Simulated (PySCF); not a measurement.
Multinuclear NMR of C7H8O2Si

Numbering as in the mapped SMILES `[O:1]=[CH:2][O:3][C:4]1=[CH:5][C@@:6]2([SiH3:7])[CH:8]=[CH:9][C@@H:10]12`. Each H is labelled by its parent atom.

- shielding tensors at PBE0/pcSseg-1 (GIAO)
- GFN2-xTB structure
- code: PySCF 2.14.0 with density-fitted response routines
- in vacuum, fast rotation and ring inversion assumed for equivalent nuclei, one conformer, non-relativistic Hamiltonian

Q: What are the ²⁹Si shifts?

A: 
| atoms | environment | σ (ppm) | δ (ppm) |
| --- | --- | --- | --- |
| Si7 | silicon bonded to C, 3 H | 421.3 | -66.3 |

Shieldings were converted by a linear fit to measured shifts: ²⁹Si (scatter 8.9 ppm rms, 25.8 ppm with the 6 outliers that the fit left out vs TMS, solution or neat liquid). Occasional misses reach two or three times the rms, and more in compound classes unlike the fitted ones.

On a 400 MHz spectrometer ²⁹Si resonates near 79.5 MHz, so 1 ppm is 79.5 Hz.

Q: What are the ¹⁷O shifts?

A: 
```tsv
atoms	environment	σ (ppm)	δ (ppm)
O1	ester carbonyl oxygen	-129.0	384.2
O3	ester alkoxy oxygen	71.0	202.0
```

Shieldings were converted by a linear fit to measured shifts: ¹⁷O (scatter 10.7 ppm rms, 12.2 ppm with the 3 outliers that the fit left out vs liquid water, solution or neat liquid). A few per cent of atoms miss by over 2 rms, more outside the fitted compound classes.

On a 600 MHz spectrometer ¹⁷O resonates near 81.3 MHz, so 1 ppm is 81.3 Hz.
